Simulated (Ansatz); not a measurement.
This triplet is an excited state, 1.86 eV above the relaxed singlet at the level frozen-core CCSD(T)/cc-pVTZ // PBE0-D3(BJ)/def2-SVP (Ansatz, an electronic-structure program).

These are frozen-core CCSD(T)/cc-pVTZ // PBE0-D3(BJ)/def2-SVP (Ansatz) values and carry that method's errors.

Ansatz 0.2 input:
```yaml
crystal:
  periodic: [false, false, false]
  atoms:
    - { symbol: C, position_ang: [-1.033822, -0.059376, 0.004752] }
    - { symbol: Si, position_ang: [0.59714, 0.915368, -0.036003] }
    - { symbol: O, position_ang: [2.003163, 0.085531, 0.370922] }
    - { symbol: H, position_ang: [-1.861069, 0.633755, -0.208443] }
    - { symbol: H, position_ang: [-1.036567, -0.859606, -0.751443] }
    - { symbol: H, position_ang: [-1.186899, -0.49586, 1.004007] }
    - { symbol: H, position_ang: [2.518054, -0.219811, -0.383793] }
basis:
  gaussian: { orbitals: cc-pVTZ }
correlation:
  method: ccsd_t
magnetization:
  spin_polarized: true
  initial_magnetization: 2
```

Output:

```
Functional definition: HF
860 factors; integrals over basis functions are off by at most 1.0e-3 eV
mean field evaluation 1: about -10990.2400 eV, gradient 2.7e1 eV
mean field evaluation 2: about -10990.2476 eV, gradient 2.7e1 eV
mean field evaluation 4: about -10993.6514 eV, gradient 3.3e0 eV
mean field evaluation 8: about -10993.8198 eV, gradient 1.2e-1 eV
mean field evaluation 16: about -10993.6405 eV, gradient 3.3e0 eV
mean field evaluation 32: about -10989.8519 eV, gradient 2.2e-1 eV
mean field -10993.81996957 eV, -404.0154320028 hartree, gradient 2.8e-6 eV, S^2 2.005640; 0 other end points of the search recorded, 0 dependent functions left out
7 core orbitals not correlated
reference -10993.81996957 eV, -404.0154320028 hartree; 10, 8 occupied and 133, 135 virtual orbitals, 860 factors
second order -13.64579761 eV of doubles, -0.00000000 eV of singles
cycle   1  -13.91706445 eV  change   -2.7e-1 eV  update   8.3e-2
cycle   2  -14.25925228 eV  change   -3.4e-1 eV  update   2.8e-2
cycle   3  -14.35156995 eV  change   -9.2e-2 eV  update   1.7e-2
cycle   4  -14.34497382 eV  change    6.6e-3 eV  update   6.5e-3
cycle   5  -14.34487391 eV  change    1.0e-4 eV  update   3.6e-3
cycle   6  -14.34611457 eV  change   -1.2e-3 eV  update   1.3e-3
cycle   7  -14.34606696 eV  change    4.8e-5 eV  update   5.9e-4
cycle   8  -14.34624489 eV  change   -1.8e-4 eV  update   2.3e-4
cycle   9  -14.34628204 eV  change   -3.7e-5 eV  update   9.7e-5
cycle  10  -14.34622230 eV  change    6.0e-5 eV  update   4.1e-5
cycle  11  -14.34625198 eV  change   -3.0e-5 eV  update   1.9e-5
cycle  12  -14.34625021 eV  change    1.8e-6 eV  update   6.6e-6
perturbative correction -0.54995770 eV, -0.0202105726 hartree
Total energy: -11008.71617748 eV, -404.5628575464 hartree
```

Cost: very roughly 80 core-seconds.
